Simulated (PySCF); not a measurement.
**Structure revision by computed shifts**

A compound C$_{5}$H$_{9}$N$_{3}$OSi gives the data below (simulated from a calculation) and was assigned the structure `Cc1ncnnc1OC[SiH3]`.

$^{13}$C{$^{1}$H} NMR (computed): δ 165.9 (C), 164.3 (C), 163.4 (CH), 71.2 (CH2), 23.5 (CH3).

$^{1}$H NMR (400 MHz, computed): δ 9.87 (s, 1H), 5.49 (s, 2H), 4.53 (s, 3H), 2.96 (s, 3H).

All values are calculated (PySCF 2.14): GFN2-xTB structure, NMR shieldings at PBE0/pcSseg-1/GIAO. One conformer, non-relativistic Hamiltonian, rapidly exchanging positions averaged, in vacuum.

Shifts are taken against calculated references (same method and geometry level): $^{1}$H, $^{13}$C against TMS.

Problem. Compare with the shifts computed for the proposed structure, pairing carbons in order of shift.

Solution. Mapped SMILES: `[CH3:1][c:2]1[n:3][cH:4][n:5][n:6][c:7]1[O:8][CH2:9][SiH3:10]`. Hydrogens are named by the atom that carries them.

```
atom  computed for proposal  given list  difference
  C7                  169.4       165.9        +3.5
  C2                  158.0       164.3        -6.3
  C4                  156.7       163.4        -6.7
  C9                   58.5        71.2       -12.7
  C1                   22.4        23.5        -1.1
```

The rms difference is 7.2 ppm and the largest -12.7 ppm at C9 (sp3 CH2 bonded to O and Si). The proposal doesn't fit.

Problem. Which isomer fits?

Solution. SMILES N1=C(CO[SiH3])C(C)=NC=N1.

1. Carbon types of the structure: 2 × C, 1 × CH, 1 × CH2, 1 × CH3, leaving 3 H on heteroatoms.
2. δC 165.9, 164.3: substituted aromatic carbon next to a ring nitrogen.
3. δC 163.4: aromatic CH between two ring heteroatoms.
4. δC 71.2: sp3 CH2 bonded to O, on an aromatic ring; the inductive effect lowers its shielding.
5. δH 9.87: hydrogen on an aromatic CH between two ring heteroatoms; it sits in the deshielding region of the aromatic ring current.

Other isomers checked: CCc1ncnnc1O[SiH3] (rms 18.1 ppm).

The data come from this structure; uniqueness wasn't tested.

Shifts are as computed. Against solution values, carbons near 30 ppm lie about +3 ppm off and those near 130 ppm about +5 ppm. Of 1211 compounds with measured shifts, 218 miss one by over three times the rms of a fit or turn the order of signals round; such compounds aren't used in these exercises. No couplings were computed; multiplicities are counted from neighbouring protons, with m where these are inequivalent, close in shift, in a saturated or five-membered ring or joined by F or P, and br s for small geminal =CH2 splittings.
